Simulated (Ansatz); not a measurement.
Z-matrix (Å, degrees):
```
B
O 1 1.3634
H 2 0.9620 1 111.36
O 1 1.3703 2 116.35 3 -179.99
H 4 0.9596 1 115.00 2 179.99
O 1 1.3803 2 118.26 3 0.01
H 6 0.9604 1 115.52 2 -179.99
```
Charge 0, multiplicity 1.

These are frozen-core CCSD(T)/cc-pVTZ // r2SCAN-D4/def2-TZVP (Ansatz, a program for electronic structure) values and carry that method's errors.

```json
{
 "HF energy": "-251.29328 Ha",
 "MP2 correlation energy": "-0.81870 Ha"
}
```

Question: Estimate the CCSD correlation energy, the (T) correction, the total energy and the T1 diagnostic.

Answer: 
| Property | Value |
|---|---|
| CCSD correlation energy | -0.82733 Ha |
| (T) correction | -0.02918 Ha |
| CCSD(T) total energy | -252.14979 Ha |
| T1 diagnostic | 0.011 |
